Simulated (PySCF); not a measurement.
C5H10OSi.
SMILES: `C(/C)(=C/C=C)O[SiH3]`

Torsions of this conformer, `[CH2:1]=[CH:2]/[CH:3]=[C:4](\[CH3:5])[O:6][SiH3:7]`: C1–C2–C3–C4 179°, C3–C4–O6–Si7 -3°.

The closed-shell ground state was solved at several levels (PySCF, density fitting, gas phase, non-relativistic). Geometry: PBE0-D3(BJ)/def2-SVP, one conformer, isolated molecule.

```
            level  basis functions  total energy (Eh)  HOMO (eV)  LUMO (eV)  gap (eV)  dipole (D)
    PBE0/pcSseg-1              176          -560.7660      -6.04      -0.47      5.57        0.51
wB97X-D/def2-SVPD              227          -560.8831      -7.79       1.21      9.00        0.49
```

(1) Estimate the row for CAM-B3LYP/pcSseg-1, a basis of 176 functions; the other rows only guide the guess.

(2) Over all these levels, which gives the widest orbital gap and which the narrowest?

(3) How far do the dipole and the HOMO energy spread over the levels?

Results:

(1) Total energy -561.0839 Eh, HOMO -7.24 eV, LUMO 0.64 eV, gap 7.88 eV, dipole 0.45 D.

(2) wB97X-D/def2-SVPD (range-separated hybrid) has the widest, 9.00 eV, and PBE0/pcSseg-1 (global hybrid, 25 % exact exchange) the narrowest, 5.57 eV. Functional and basis both differ between the two, so the spread mixes both effects.

(3) The dipole runs from 0.45 to 0.51 D (mean 0.49 D) and the HOMO from -7.79 to -6.04 eV.

wB97X-D is run here without its empirical dispersion term; that term would change no orbital, density or response property at a fixed geometry.
